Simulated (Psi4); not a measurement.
ClK, singlet, geometry from GFN2-xTB (such geometries of metal compounds can be far from the true shape). Base run: TPSS/def2-SVP (Psi4).

Psi4 was given this input:
```
memory 2 GB

molecule {
0 1
  K    -0.00000000   -0.00000000   -1.21784993
  Cl    0.00000000    0.00000000    1.36112639
}

set basis def2-svp

energy('tpss')
print_variables()
```

The base run was repeated with changes; each row names its change, and settings that it needs were set with it.

```
change               basis functions       E (Eh)  dipole (D)
-------------------  ---------------  -----------  ----------
base                              42  -1060.01062        9.02
basis = 6-31G                     30  -1060.15947       10.85
basis = def2-SV(P)                42  -1060.01062        9.02
basis = 6-31G*                    42  -1060.17616        9.77
basis = def2-SVPD                 54  -1060.02749        9.86
basis = aug-pcseg-1               60  -1060.16106        9.51
basis = 6-311G**                  65  -1060.25204        9.89
basis = def2-TZVP                 70  -1060.25059        9.51
basis = 6-311++G**                73  -1060.25236        9.84
basis = def2-TZVPP                75  -1060.25062        9.50
basis = def2-TZVPD                82  -1060.25231        9.63
basis = def2-QZVP                126  -1060.28029        9.46
basis = def2-QZVPP               140  -1060.28029        9.45
```

Totals compare only among sets that treat the same electrons; sets with core potentials leave the core out.
